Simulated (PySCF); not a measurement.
# Correlation energy of Sb⁺ (antimony, charge +1)

[Kr] 4d10 5s2 5p2, high-spin 3P determinant. Calculation: PySCF 2.14, in x2c-TZVPall (8s6p4d2f, 60 functions); scalar relativity by spin-free X2C-1e. Frozen: [Kr] 4d10; 4 electrons correlated.

MP2 pair energies summed by pair of shells (mhartree):

```tsv
pair	energy	share (%)
5s-5p	-27.12	61.2
5s-5s	-12.97	29.3
5p-5p	-4.25	9.6
```

Total MP2 correlation energy: -44.33 mhartree.

Same-spin part -7.38 and opposite-spin part -36.95 mhartree; SCS-MP2 scales them by 1/3 and 6/5 to -46.80 mhartree.
